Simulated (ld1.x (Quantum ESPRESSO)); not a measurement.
**Ranking RRKJ potentials for potassium**

All share these settings but for the change named:

ld1.x (Quantum ESPRESSO) 7.5 input, shortened:

```
&input
   title='K', zed=19., rel=1, dft='PBE', iswitch=3,
   config='[Ar] 3d0 4s0 4p0'
 /
 &inputp
   pseudotype=2, tm=.false., rho0=0.005, lloc=1,
   nlcc=.true., rcore=1.15
 /
3
3S  1  0   2.00   0.00  1.65  1.65  0.0
3D  3  2   0.00   0.00  2.40  2.40  0.0
3P  2  1   6.00   0.00  1.90  1.90  0.0
 &test
   configts(1)='3s2 3p6 3d0 4s0 4p0'
 /
```

Test errors are all-electron minus pseudo excitation energies from the reference, over 3s2 3p6 3d0 4s1 4p0; 3s2 3p6 3d0 4s0.5 4p0; 3s2 3p6 3d0 4s0 4p1; 3s2 3p6 3d1 4s0 4p0; 3s1 3p6 3d0 4s1 4p0; 3s2 3p5 3d0 4s1 4p0; 3s2 3p6 3d0.5 4s0.5 4p0. None of these files shows a bound ghost.

The base gives 61.0 meV.

Of 8 variants that were run, those that failed, showed a ghost or another fault, or gave nearly equal values are left out.

A variant can come out equal or close to the base, since the largest error may sit in a test that the change hardly touches while other tests move.

Rank these variants by their largest absolute test error, smallest first.
A. all radii but the core radius scaled by about 1.37 (s 2.26, p 2.60, d 3.30 bohr)
B. all radii but the core radius scaled by about 0.75 (s 1.24, p 1.42, d 1.80 bohr)
C. all radii but the core radius scaled by about 0.93 (s 1.54, p 1.78, d 2.24 bohr)
D. all radii but the core radius scaled by about 1.21 (s 2.00, p 2.30, d 2.92 bohr)
E. all radii but the core radius scaled by about 1.15 (s 1.90, p 2.20, d 2.76 bohr)

E (22.9 meV), B (34.4 meV), C (60.1 meV), D (81.4 meV), A (287.4 meV).
